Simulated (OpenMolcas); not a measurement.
Results of a calculation; reference values are marked as such.
# Ni3+: input and output

Ni3+ among 6 point charges of -2 e arranged as a tetragonal octahedron (D4h), 1.99 Å from the ion, with the axial distance 2.129 Å. With inversion symmetry the input lists one of each pair of outer charges.

Input:

```
&GATEWAY
Coord
1

Ni 0.0 0.0 0.0
Basis=ANO-RCC-VTZP
Group=XYZ
NoMove
AngMom=0.0 0.0 0.0
AMFI
XField
3 Angstrom 0
1.990000 0.000000 0.000000 -2.000000
0.000000 1.990000 0.000000 -2.000000
0.000000 0.000000 2.129300 -2.000000
&SEWARD
&RASSCF
FileOrb=start.orb
Symmetry=1
Spin=4
nActEl=7 0 0
Inactive=3 6
Ras2=5 0
CIRoot=10 10 1
SDav=10
CIMx=300
Iter=120 100
PrWF=0.3
OrbListing=Nothing
MaxOrb=0
>>> COPY $Project.JobIph JOB001
&RASSCF
FileOrb=start.orb
Symmetry=1
Spin=2
nActEl=7 0 0
Inactive=3 6
Ras2=5 0
CIRoot=40 40 1
SDav=40
CIMx=300
Iter=120 100
PrWF=0.3
OrbListing=Nothing
MaxOrb=0
>>> COPY $Project.JobIph JOB002
&RASSI
NrOfJobIphs=2 10 40
1 2 3 4 5 6 7 8 9 10
1 2 3 4 5 6 7 8 9 10 11 12 13 14 15 16 17 18 19 20 21 22 23 24 25 26 27
28 29 30 31 32 33 34 35 36 37 38 39 40
IphNames
JOB001
JOB002
EJob
SpinOrbit
DIPRint=1.0
SOCoupling=1000.0
Subsets=2
Property=9
'ANGMOM' 1 'ANGMOM' 2 'ANGMOM' 3 'MLTPL  1' 1 'MLTPL  1' 2 'MLTPL  1' 3
'AMFI' 1 'AMFI' 2 'AMFI' 3
SOProperty=3
'ANGMOM' 1 'ANGMOM' 2 'ANGMOM' 3
```

Launched by
```bash
OMP_NUM_THREADS=1 MOLCAS_MEM=1689 MOLCAS_PROJECT=a pymolcas a.inp > a.log  # once for each step of the input, in one work folder
```

A driver script runs the steps one by one and writes start.orb anew before each from the orbitals found so far.

Output, cut to the results:

```
--- SEWARD ---
Basis set label: NI.ANO-RCC...6S5P3D2F1G.

      Electronic valence basis set:
      ------------------
      Associated Effective Charge  28.000000 au
      Associated Actual Charge     28.000000 au
      Nuclear Model: Point charge

      Shell  nPrim  nBasis  Cartesian Spherical Contaminant
         s      21       6        X
         p      15       5        X
         d      10       3                 X
         f       6       2                 X
         g       4       1                 X
                  Relativistic Douglas-Kroll-Hess integrals:
                    - DKH order of Hamiltonian: 2
                    - DKH order of Properties : 0
                  Atomic mean-field integrals
--- RASSCF ---
Wave function specifications:
      -----------------------------

      Number of closed shell electrons          18
      Number of electrons in active shells       7
      Max number of holes in RAS1 space          0
      Max nr of electrons in RAS3 space          0
      Number of inactive orbitals                9
      Number of active orbitals                  5
      Number of secondary orbitals              45
      Spin quantum number                      1.5
      State symmetry                             1
Orbital specifications:
      -----------------------

      Symmetry species                           1   2
                                                ag  au
      Frozen orbitals                            0   0
      Inactive orbitals                          3   6
      Active orbitals                            5   0
      RAS1 orbitals                              0   0
      RAS2 orbitals                              5   0
      RAS3 orbitals                              0   0
      Secondary orbitals                        22  23
      Deleted orbitals                           0   0
      Number of basis functions                 30  29
      Number of CSFs                            10
      Number of root(s) required                10
      Iter CI   SX   CI       RASSCF       Energy    max ROT     max BLB   max BLB  Level Ln srch  Step   QN
          iter iter root      energy       change     param      element    value   shift minimum  type update
 Nr of preliminary CI iterations:   1
      Total energies have been shifted. Add                -1000.00 au
        1   1    9    0  -525.89570016    0.00E+00  -1.74E-01*   8  16 1  6.69E-01*  0.00   0.00    SX    NO
        2   1   11    0  -526.25473232   -3.59E-01*  4.71E-02    6  12 2  4.10E-01*  0.30   0.00    SX    NO
        3   1   11    0  -526.32142653   -6.67E-02*  4.31E-02    5  11 2 -1.89E-01*  0.03   0.00    SX    NO
        4   1   11    0  -526.33576113   -1.43E-02* -2.80E-02    6  12 2  1.37E-01*  0.20   0.00    SX    NO
        5   1   11    0  -526.34367278   -7.91E-03*  1.06E-02    5  11 2 -8.81E-02*  0.09   0.61    QN   YES
        6   1    9    0  -526.34908918   -5.42E-03* -2.13E-04    5  11 2 -2.54E-03*  0.13   1.02    QN   YES
        7   1    7    0  -526.34909246   -3.28E-06*  4.93E-05    5  11 2 -1.28E-04*  0.13   1.03    QN   YES
        8   1    5    0  -526.34909247   -1.38E-08* -1.51E-05    6  11 1 -1.84E-05   0.13   1.23    QN   YES
        9   1    4    0  -526.34909247   -7.97E-10  -1.98E-06    6  12 2  4.23E-06   0.13   1.04    QN   YES
      Convergence after  9 iterations
       10   1    4    0  -526.34909247   -1.16E-11  -1.98E-06    6  12 2  8.89E-07   0.13   1.04    QN   YES
      Natural orbitals and occupation numbers for root  1
      sym 1:   1.142373   1.857627   1.000000   1.857627   1.142373
      Natural orbitals and occupation numbers for root  2
      sym 1:   1.881857   1.881857   1.000000   1.118143   1.118143
      Natural orbitals and occupation numbers for root  3
      sym 1:   1.881857   1.118143   1.118143   1.881857   1.000000
::    RASSCF root number  1 Total energy:  -1526.38626724
::    RASSCF root number  2 Total energy:  -1526.38424616
::    RASSCF root number  3 Total energy:  -1526.38424616
::    RASSCF root number  4 Total energy:  -1526.37741099
::    RASSCF root number  5 Total energy:  -1526.37582479
::    RASSCF root number  6 Total energy:  -1526.37582479
::    RASSCF root number  7 Total energy:  -1526.36641914
::    RASSCF root number  8 Total energy:  -1526.28323661
::    RASSCF root number  9 Total energy:  -1526.28323661
::    RASSCF root number 10 Total energy:  -1526.27421222
--- RASSCF ---
Wave function specifications:
...
--- RASSI ---
SPIN-FREE ENERGIES:
  (Shifted by EMIN (a.u.) =      -1526.3862672369)

 SF State       Relative EMIN(au)   Rel lowest level(eV)    D:o, cm**(-1)      L_eff

     1             0.0000000000        0.0000000000              0.0000         3.0
     2             0.0020210792        0.0549963667            443.5756         3.0
     3             0.0020210792        0.0549963667            443.5756         3.0
     4             0.0088562454        0.2409907155           1943.7212         3.0
     5             0.0104424455        0.2841534168           2291.8519         3.0
     6             0.0104424455        0.2841534168           2291.8519         3.0
     7             0.0198480994        0.5400942983           4356.1543         3.0
    11             0.1008022315        2.7429684556          22123.5326         4.0
     9             0.1030306238        2.8036061007          22612.6082         1.0
     8             0.1030306238        2.8036061007          22612.6082         1.0
    12             0.1037852375        2.8241401840          22778.2267         4.1
    13             0.1044460921        2.8421229551          22923.2676         4.0
    14             0.1044674119        2.8427030959          22927.9467         4.0
    15             0.1044674119        2.8427030959          22927.9467         4.0
    16             0.1055519427        2.8722146809          23165.9737         4.0
    17             0.1068278826        2.9069347754          23446.0102         4.0
    18             0.1068278826        2.9069347754          23446.0102         4.0
    19             0.1084404306        2.9508144423          23799.9235         4.0
    10             0.1120550170        3.0491723476          24593.2335         1.0
    20             0.1327854671        3.6132766343          29143.0415         4.1
    21             0.1327854671        3.6132766343          29143.0415         4.1
...
```

Spin-orbit levels above the lowest (labels of D4, the rotations of D4h):

| E (cm-1) | Degeneracy | Label | 2S+1 | g |
| --- | --- | --- | --- | --- |
| 0.0 | 2 | E1/2 | 4 | 1.99 6.19 6.19 |
| 266.6 | 2 | E3/2 | 4 | 1.68 1.68 4.41 |
| 741.7 | 2 | E1/2 | 4 | 2.61 2.61 7.41 |
| 989.8 | 2 | E3/2 | 4 | 0.11 0.11 4.96 |
| 1256 | 2 | E1/2 | 4 | 1.82 1.82 2.38 |
| 1545 | 2 | E3/2 | 4 | 0.45 0.45 0.63 |
| 2715 | 2 | E1/2 | 4 | 0.70 0.70 6.30 |
| 2882 | 2 | E1/2 | 4 | 1.41 3.44 3.44 |
| 3066 | 2 | E3/2 | 4 | 1.29 2.23 2.23 |
| 3177 | 2 | E3/2 | 4 | 0.27 0.27 2.35 |
| 3202 | 2 | E1/2 | 4 | 2.48 2.83 2.83 |
| 3692 | 2 | E3/2 | 4 | 1.28 2.35 2.35 |
| 5508 | 2 | E1/2 | 4 | 0.08 0.08 3.78 |
| 5547 | 2 | E3/2 | 4 | 1.17 2.41 2.41 |
| 22594 | 2 | E1/2 | 2 | 0.62 3.70 3.70 |
| 23010 | 2 | E3/2 | 4 (83 %) | 0.16 0.16 7.45 |
| 23141 | 2 | E3/2 | 4 (60 %) | 0.49 2.40 2.40 |
| 23150 | 2 | E1/2 | 2 | 1.74 3.37 3.37 |
| 23188 | 2 | E3/2 | 4 (54 %) | 0.18 0.18 0.38 |
| 23339 | 2 | E1/2 | 4 | 0.08 0.94 0.94 |

Spin-orbit coupling mixes the spin-free states strongly: the lowest level takes only 59 % from its leading state, 4A2. Without dynamic correlation the repulsion within the d shell is too large (B by tens of per cent), so at a given field states of lower spin stand too high. Point charges give a weaker field than real ligands, and real ions of this kind are often low spin; the high spin found here belongs to the model. The ground term spreads over less than 5000 cm-1, several times less than with real ligands, so orbital moments are less quenched and χT lies further from the spin-only value than at real sites. This is an electrostatic model: the charges have no orbitals. No measured value stands beside these numbers.
